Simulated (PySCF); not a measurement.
C2H12OSi3, SMILES O[Si@@H]([SiH3])CC[SiH3].

Coordinates come from a PBE0-D3(BJ)/def2-SVP optimisation. The structure was generated by enumeration; whether it is a known compound was not checked. Other conformers were not sampled.

Two levels are set side by side: TDA-PBE/def2-SVPD (PySCF) and TDA-PBE0/def2-SVPD (PySCF). Vertical, same geometry. The lowest singlet is HOMO→LUMO 97 % with PBE and HOMO→LUMO 93 % with the other functional; states are paired by order. Differences are taken from unrounded values.

```tsv
quantity	TDA-PBE0
lowest singlet excitation (eV)	6.41
lowest triplet excitation (TDA) (eV)	5.81
```

Task: What does TDA-PBE give, and how far is it from TDA-PBE0? (Estimate from the structure and the level; the computed values follow.)

Result: 
```csv
quantity,TDA-PBE,TDA-PBE minus TDA-PBE0
lowest singlet excitation (eV),5.69,-0.73
lowest triplet excitation (TDA) (eV),5.35,-0.46
```

Functionals without exact exchange tend to place singlet excitations lower, as here. Differences between two approximate levels are no errors against the true value.

Rough cost on one machine, each run with all the roots and properties that it gave: TDA-PBE0 against TDA-PBE about 2 times.
